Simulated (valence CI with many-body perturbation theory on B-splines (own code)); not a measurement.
Level structure of Ho XXXVI

Calculated by configuration interaction combined with many-body perturbation theory (CI+MBPT): four valence electrons over a frozen Dirac-Fock core [Ar] 3d10, radial functions for each j: 11 s, 11 p, 10 d, 8 f, 5 g, 2 h, with the one-electron correlation potential Σ1 (screened to all orders), the two-electron term Σ2, the three-electron term Σ3, Breit, model QED; selected single and double excitations, second order for the rest, scaled by the run's own slope (own B-spline code, finite nucleus).

The last digits are not significant, and no measured levels were compared; by estimate large intervals hold to a few tenths of a per cent, small ones and those within an open d or f shell to about a per cent. Among the levels kept, up to 400 cm⁻¹ of a level comes from second order outside the variational space, and about a tenth of that is noise between levels of different J, which matters for small intervals.

Levels 181 to 187 of 187, with energies above the lowest level, (4s^2 4p1/2^2) J=0. "Leading %" is the weight of the configuration and term that name the level; weights of strongly mixed levels are sums over their largest components and can fall short, so below about 35 % the name and the second component can differ from the true leading terms, or belong to a minority configuration. In the jj column 3d3/2^4 stands for four electrons in 3d with j = 3/2. Lifetimes count E1, E2, E3, M1 and M2 decay at the calculated energies, and are blank where another channel may lead or the interval is too uncertain; long ones can be off by a factor of two.

| No. | Configuration | Term | J | E (eV) | Leading % | Second component | Leading jj | Lifetime |
| --- | --- | --- | --- | --- | --- | --- | --- | --- |
| 181 | 4s 4p2 4f | 3F° | 4 | 483.25 | 28 | 24 % 4s 4p2 4f 3G° | 4s 4p1/2 4p3/2 4f7/2 (71 %) | 3.05 ps |
| 182 | 4s 4p2 4f | 3D° | 3 | 484.40 | 15 | 8 % 4p3 4d 3D° | 4p1/2 4p3/2^2 4d5/2 (35 %) | 2.64 ps |
| 183 | 4s 4p2 4f | 3D° | 3 | 485.72 | 44 | 14 % 4s 4p2 4f 3G° | 4s 4p1/2 4p3/2 4f7/2 (44 %) | 1.86 ps |
| 184 | 4s 4p 4d2 | 3D° | 1 | 486.36 | 27 | 14 % 4p3 4d 3P° | 4s 4p1/2 4d3/2 4d5/2 (42 %) | 1.06 ps |
| 185 | 4s 4p 4d2 | 3G° | 4 | 487.17 | 31 | 8 % 4s 4p 4d2 1G° | 4s 4p1/2 4d5/2^2 (33 %) | 2.90 ps |
| 186 | 4s 4p2 4f | 1D° | 2 | 487.65 | 17 | 13 % 4s 4p2 4f 3F° | 4s 4p1/2 4p3/2 4f5/2 (50 %) | 1.43 ps |
| 187 | 4s 4p 4d2 | 3D° | 3 | 489.10 | 14 | 12 % 4s 4p 4d2 1F° | 4s 4p1/2 4p3/2 4f7/2 (26 %) | 1.77 ps |

Where two levels of one J and parity lie close, their mixing, g and order are uncertain.
